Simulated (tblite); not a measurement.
Compound: C6H8N (doublet state).
SMILES with atom numbers: `[H]/[C:1]=[N:2]/[C@H:3]([C:4]#[CH:5])[CH2:6][CH3:7]` (hydrogens: H8 on C1; H9 on C3; H10 on C5; H11, H12 on C6; H13, H14, H15 on C7)

Geometry (GFN2-xTB, Å), atoms numbered from 1 in this order:
```xyz
15
C6H8N angstrom
C      1.7994   -1.9112    0.5691
N      1.6345   -1.0631   -0.3066
C      0.5089   -0.1973   -0.5264
C      0.9358    1.1732   -0.2819
C      1.3084    2.2843   -0.0409
C     -0.7207   -0.5401    0.3378
C     -1.9351    0.2828   -0.0660
H      2.7046   -2.4964    0.6202
H      0.2506   -0.2942   -1.5918
H      1.6223    3.2659    0.1551
H     -0.9278   -1.6065    0.2238
H     -0.4683   -0.3543    1.3838
H     -2.2171    0.0720   -1.0958
H     -2.7809    0.0476    0.5759
H     -1.7190    1.3454    0.0217
```

Computed values, GFN2-xTB/tblite, gas phase, harmonic and unscaled. This tight-binding method is rough: wavenumbers can miss measured ones by several per cent, in bad cases by 10 to 20. One conformer, not necessarily the lowest. Open shells enter through the occupations alone, without spin polarisation, and single modes of such species can be off by tens of per cent.

Harmonic wavenumbers (cm⁻¹): 55.2, 87.8, 144.3, 182.8, 206.6, 235.9, 322.9, 434.9, 466.1, 535.1, 650.8, 663.6, 696.3, 800.4, 884.7, 942.9, 985.6, 1065.1, 1086.7, 1105.2, 1122.9, 1226.5, 1242.1, 1274.8, 1319.1, 1413.7, 1483.0, 1499.3, 1502.6, 1885.0, 2287.3, 2863.6, 2977.8, 2992.3, 3011.2, 3029.2, 3036.3, 3040.5, 3395.1.

A = 3109, B = 2464, C = 1500 MHz; mass 94.066 u (most abundant isotopes); point group C1, symmetry number 1; spin multiplicity 2.

Zero-point energy?

½Σν̃ = 26078 cm⁻¹ = 311.96 kJ/mol.

Give the ideal-gas entropy at 298.15 K and 1 bar in the rigid-rotor, harmonic-oscillator model (classical rotation).

Translation 165.53, rotation 116.01, vibration 95.35, spin (R ln 2) 5.76: S = 382.7 J/(mol K).

And Cp and H(298.15 K) − H(0)?

Cp = 132.31 J/(mol K), of which vibrations give 99.05 (their classical limit is 39 R = 324.3); H(298.15 K) − H(0) = 25.08 kJ/mol without the zero-point energy, 15.16 from vibrations.

Which modes carry the vibrational entropy at 298.15 K?

55.2 cm⁻¹: 19.34; 87.8 cm⁻¹: 15.52; 144.3 cm⁻¹: 11.49; 182.8 cm⁻¹: 9.62; 206.6 cm⁻¹: 8.68; 235.9 cm⁻¹: 7.67 J/(mol K); the other 33 give 23.04 together.

Blend soft modes into free rotors: weight 1/[1 + (100 cm⁻¹/ν̃)⁴] for the oscillator and the rest for a rotor with moment μB/(μ + B), μ = h/(8π²ν), B = 10⁻⁴⁴ kg m². What vibrational entropy results?

88.80 J/(mol K) in place of 95.35, which changes −T·S at 298.15 K by +1.95 kJ/mol.

Hindered rotation and anharmonicity are outside this model. Other conformers, if any are populated, would add a mixing term that is left out. The structure is chiral; the term R ln 2 for an equal mix with its mirror image is left out.
